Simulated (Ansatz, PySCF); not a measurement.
Breaking the C3–H4 bond in CH4Be (SMILES [BeH][CH3]) (multiplicity 1 held, fragments rigid). Energies count from the point at 1.095 Å.
Geometry at that point (charge 0, multiplicity 1):
```tsv
atom	x (Å)	y (Å)	z (Å)
Be	-0.9385	-0.4948	-0.1342
H	-2.1072	-1.1109	-0.3012
C	0.5312	0.2800	0.0759
H	1.0155	-0.0062	1.0158
H	0.4218	1.3697	0.0949
H	1.2371	0.0463	-0.7283
```

R- and RO- levels are restricted; in cc, def2 and unpolarised 6-31G sets they are followed outwards from rest. Unrestricted levels (U-) break spin symmetry where that is lower. Active spaces are followed from a long bond inwards. Curves can end on different states.

Correlated levels freeze the cores. Rows in 6-31G* carry no dispersion term and start afresh at each structure (6-31G* with six Cartesian d functions). MP2/6-31G* freezes PySCF's default core, which is smaller on s-block atoms.

The values were computed with Ansatz (an electronic-structure program) with Gaussian orbitals; PySCF for 6-31G* rows. 

Energies in kcal/mol.

```tsv
R (Å)	R-HF/cc-pVTZ	R-wB97X-V/cc-pVTZ	R-MP2/6-31G*	R-MP2/cc-pVTZ	U-CCSD/cc-pVTZ	FIC-MRCISD+Q on CASSCF(2,2)/cc-pVTZ
0.876	27.4	28.6	29.9	27.9	28.1	28.2
0.986	5.1	5.7	5.9	5.3	5.5	5.5
1.095	0.0	0.0	0.0	0.0	0.0	0.0
1.205	4.3	3.6	3.8	4.0	3.8	3.7
1.314	13.6	12.2	12.7	12.9	12.3	12.1
1.479	31.6	29.2	30.0	30.3	28.8	28.2
1.643	50.7	47.4	48.2	48.7	46.0	45.0
1.917	80.4	75.9	76.1	77.2	72.5	69.2
2.191	105.8	100.2	99.0	100.7	92.2	86.9
2.519	130.5	123.7	119.8	122.2	104.6	99.8
2.957	155.4	147.2	136.8	141.0	109.3	107.6
3.505	177.3	167.6	143.5	151.6	110.5	110.4
```

Doubts at one or more of the structures used: a restricted determinant that unrestricted orbitals would lower (R-HF/cc-pVTZ, R-wB97X-V/cc-pVTZ, R-MP2/6-31G*, R-MP2/cc-pVTZ); a spin-contaminated determinant (U-CCSD/cc-pVTZ); T1 above 0.05 (U-CCSD/cc-pVTZ).
